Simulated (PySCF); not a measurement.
This script is equivalent to a calculation on K⁺ (potassium, charge +1).

```python
from pyscf import gto, scf, dft, mp, cc
import basis_set_exchange as bse
mol = gto.M(atom="K 0 0 0", charge=1, spin=0, symmetry="D2h",
            basis=gto.basis.parse(bse.get_basis("cc-pVTZ-X2C", elements=["K"], fmt="nwchem", header=False)),
            nucmod="G")
mf = dft.UKS(mol, xc="PBE0").sfx2c1e()
mf.irrep_nelec = {'Ag': (3, 3), 'B1u': (2, 2), 'B2u': (2, 2), 'B3u': (2, 2)}
mf.kernel()
```

Task: What total energy does it give?

Result: -601.900 hartree (calculated).

Task: Which occupied shell lies highest, and where?

Result: 3p, at -27.043 eV.
